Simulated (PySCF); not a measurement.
## BeSi⁺ at UHF-CCSD

Level: UHF-CCSD. basis Be def2-SVPD, Si def2-SVPD; no relativity; PySCF 2.14.

| Property | Result |
| --- | --- |
| state | ²Π (doublet), unpaired electrons π ↑ |
| bond length | 0.2392 nm |
| harmonic wavenumber | 375 cm⁻¹ |
| force constant | 0.564 mdyn/Å |
| rotational constant Be | 0.4321 cm⁻¹ |
| anharmonicity ωexe | 2.90 cm⁻¹ |
| vibration–rotation constant αe | 0.00611 cm⁻¹ |
| well depth De to Be + Si⁺ | 32.0 kcal/mol |
| dissociation energy D0 | 31.4 kcal/mol |

Correlated steps freeze 5 core orbitals. Correlated levels converge slowly with the basis: in double zeta they bind strong bonds too weakly, by up to about 1 eV, and carry superposition errors of some tenths. For an ion De counts to the pair picked by the measured ionisation energies or electron affinities, which need not be the lowest pair at this level. The state is the lowest determinant that a PBE0 search found; another state may lie lower at other levels.
